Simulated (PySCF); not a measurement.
From computed data to an observable: oscillator strength and radiative lifetime

C3H5BFNO, SMILES C(/B(F)C=O)=N\C.

The structure is a stationary point at B3LYP-D3(BJ)/def2-SVP. The structure was generated by enumeration; whether it is a known compound was not checked. Other conformers were not sampled.

TDA-M06-2X/def2-SVPD (PySCF) puts the first singlet state with f over 0.02 at 6.12 eV (vertical), with the transition dipole (-0.066, 1.501, 0.000) in atomic units.

Problem. Find the oscillator strength, the wavelength and the radiative lifetime that this transition would have in vacuum if emission retraced absorption.

Solution. 
|μ|² = 2.2574 au, so |μ| = 3.82 D. ΔE = 6.12/27.211 = 0.2249 hartree. f = (2/3) ΔE |μ|² = 0.338 (the program prints 0.339).
λ = 1239.84/6.12 = 203 nm; ν = 49361 cm⁻¹.
Einstein's coefficient A = 0.6670 ν² f s⁻¹ (ν in cm⁻¹) = 5.5e8 s⁻¹, so τ = 1/A = 1.8 ns. This state is S5; the lower singlets have f = 0.000, 0.002, 0.001, 0.000. The figure is the radiative limit of this one transition; relaxation, internal conversion, crossing to triplets and a medium change what is measured.
